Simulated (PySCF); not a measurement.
Compound: C4H9BCl2OSi.
Cartesian coordinates in Å at the PBE0-D3(BJ)/def2-SVP level; atoms count from 1:
```xyz
18
C4H9BCl2OSi angstrom
Cl     2.6831    0.1072    2.4570
B      2.7369   -0.4636    0.7967
Cl     4.2578   -1.0770    0.1890
Si     1.0366   -0.3602   -0.2889
C      0.3827    1.4151   -0.3783
C     -1.1062    1.3982   -0.7300
O     -1.8798    0.6318    0.1548
C     -1.7236   -0.7576    0.0364
C     -0.3850   -1.2665    0.5748
H      1.2294   -0.9056   -1.6720
H      0.9454    2.0192   -1.1083
H      0.5174    1.8844    0.6110
H     -1.5210    2.4178   -0.6888
H     -1.2448    1.0332   -1.7701
H     -1.8468   -1.0651   -1.0240
H     -2.5583   -1.2042    0.5996
H     -0.3245   -1.0535    1.6558
H     -0.3081   -2.3587    0.4501
```

The closed-shell ground state was solved at several levels (PySCF, density fitting, gas phase, non-relativistic).

```tsv
level	basis functions	HOMO (eV)	LUMO (eV)	gap (eV)	dipole (D)
PBE0/pcSseg-1	219	-7.41	-2.20	5.21	1.02
B3LYP/def2-SVPD	273	-7.22	-2.37	4.85	0.95
```

What might wB97X-D/pcSseg-1 (219 basis functions) give for the same quantities?

HOMO -9.30 eV, LUMO -0.43 eV, gap 8.87 eV, dipole 1.12 D.

Over all these levels, which gives the widest orbital gap and which the narrowest?

wB97X-D/pcSseg-1 (range-separated hybrid) has the widest, 8.87 eV, and B3LYP/def2-SVPD (global hybrid, 20 % exact exchange) the narrowest, 4.85 eV. Functional and basis both differ between the two, so the spread mixes both effects.

How far do the dipole and the HOMO energy spread over the levels?

The dipole runs from 0.95 to 1.12 D (mean 1.03 D) and the HOMO from -9.30 to -7.22 eV.

One conformer stands for the species.
